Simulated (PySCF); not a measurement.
VO2, SMILES [O]=[V]=[O] (connectivity only; charge and spin as stated), neutral, multiplicity 2. Coordinates come from a PBE0-D3(BJ)/def2-TZVP optimisation. The multiplicity is an assumed one; other spin states were not compared.

These are PBE0-D3(BJ)/def2-TZVP in PySCF values and carry that method's errors.

Harmonic wavenumbers (cm⁻¹): 270, 1025, 1058. Rotational constants (GHz): 36.26, 8.562, 6.927; symmetry number 2.

**Question.** Work out the zero-point energy and the ideal-gas rigid-rotor harmonic-oscillator thermochemistry at 298.15 K and 1 atm.

**Answer.** ZPE = ½ Σ hcν = ½ × 2354 cm⁻¹ = 3.36 kcal/mol. H − E(el) = 6.06 kcal/mol. Entropy in cal/(mol K): translation 39.16, rotation 21.15, vibration 1.75, spin 1.38, total 63.44. G − E(el) = -12.85 kcal/mol. Cp = 10.34 cal/(mol K).
